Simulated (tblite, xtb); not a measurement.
COS (SMILES O=C=S), singlet, at a GFN2-xTB geometry. Base run: GFN1-xTB in xtb.

Geometry (Å):
```xyz
3

O      0.0000     0.0000    -1.6669
C      0.0000     0.0000    -0.5128
S      0.0000     0.0000     1.0257
```
Charge 0, spin multiplicity 1.
All else is at xtb's defaults.
Base energy -10.49815 Eh.

Programs used: tblite, xtb; a row that names a program was run with it.

Each row names what was changed in the base input (with any setting that the change needs).

| change | ΔE vs base (mEh) | HOMO-LUMO gap (eV) | dipole (D) | SCF cycles |
|---|---|---|---|---|
| base | 0.000 | 5.25 | 1.61 | 10 |
| program = tblite; method = gfn1; option = (--efield, 0,0,0.1) | -1.324 | - | - | - |
| gbsa = thf | -3.892 | 5.25 | 1.80 | 10 |
| etemp = 5000 | -0.285 | 5.26 | 1.61 | 10 |
| program = tblite; method = gfn1; option = --spin-polarized | 0.000 | - | - | - |
| program = tblite; method = gfn1 | 0.000 | - | - | - |
| acc = 0.0001 | 0.000 | 5.25 | 1.61 | 12 |
| acc = 1000 | 0.000 | 5.25 | 1.60 | 7 |
| etemp = 10000 | -11.703 | 5.34 | 1.66 | 9 |
| program = tblite; method = gfn1; option = (--etemp, 2000) | 0.000 | - | - | - |

ALPB and GBSA are two models with their own fitted parameters for each solvent, which aren't always the measured dielectric constant.
